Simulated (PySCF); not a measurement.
# Working out the excitation energy of Br

Br [Ar] 3d10 4s2 4p5 (2P) → Br [Ar] 3d10 4s1 4p6 (2S). Computed with PySCF 2.14 in aug-cc-pwCVDZ-PP with ECP10MDF (6s5p4d1f, 48 functions), with a scalar-relativistic core potential. Frozen: 3s2 3p6 3d10. Energies in hartree (1 hartree = 27.21139 eV):

| part | Br (lower) | Br (upper) |
| --- | --- | --- |
| UHF | -415.475292 | -414.921648 |
| CCSD correlation | -0.122953 | -0.264773 |
| (T) | -0.002337 | -0.024016 |

What does Hartree-Fock give?

(-414.921648) − (-415.475292) = 0.553644 hartree = 15.065 eV.

What do CCSD and CCSD(T) give?

The CCSD correlation energies differ by -0.141820 hartree = -3.859 eV and the triples by -0.021679 hartree = -0.590 eV, so CCSD gives 11.206 eV and CCSD(T) 10.616 eV.

A double-zeta basis recovers only part of the correlation energy.

The coupled-cluster amplitudes are large, so a single reference is strained.
